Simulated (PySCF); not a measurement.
CH3F5Si2, SMILES F[SiH](F)C[Si](F)(F)F.

Coordinates come from a PBE-D3(BJ)/def2-SVP optimisation. The structure was generated by enumeration, and PubChem lists no compound with its InChIKey, so it may never have been made. One conformer was computed; it need not be the lowest.

Method: PBE-D3(BJ)/def2-SVP run with PySCF.

Frequencies are harmonic and unscaled.

```csv
mode,ν (cm⁻¹),IR (km/mol),moving atoms (share of kinetic energy)
1,30,2.8,"F 68 %, C 19 %, H 11 %"
2,45,0.6,F 91 %
3,77,1.4,"F 80 %, Si 11 %"
4,166,1.5,"F 83 %, Si 16 %"
5,196,2.4,"F 69 %, Si 12 %, H 11 %"
6,210,1.9,"F 74 %, Si 11 %, H 9 %"
7,269,28.3,"F 57 %, Si 18 %, H 16 %, C 9 %"
8,299,13.3,"F 71 %, Si 17 %, H 12 %"
9,313,6.8,"F 55 %, Si 34 %, H 11 %"
10,318,27.3,"F 71 %, Si 24 %"
11,396,54.5,"F 52 %, Si 33 %, C 12 %"
12,620,14.7,"C 44 %, H 41 %, F 13 %"
13,664,40.3,"C 41 %, F 26 %, H 20 %, Si 13 %"
14,733,26.3,"H 34 %, C 33 %, F 20 %, Si 13 %"
15,790,52.2,"H 72 %, F 19 %"
16,808,14.6,"H 83 %, F 14 %"
17,839,195.4,"F 45 %, Si 34 %, H 20 %"
18,871,63.6,"F 41 %, Si 37 %, H 18 %"
19,921,35.0,"F 43 %, Si 38 %, H 14 %"
20,940,125.7,"F 33 %, Si 33 %, H 32 %"
21,964,276.6,"Si 51 %, F 41 %"
22,996,58.1,"H 46 %, Si 33 %, F 21 %"
23,1055,288.2,"H 43 %, C 43 %, Si 11 %"
24,1318,16.6,"H 92 %, C 8 %"
25,2253,94.7,H 97 %
26,3000,4.0,H 95 %
27,3067,3.3,"H 91 %, C 9 %"
```
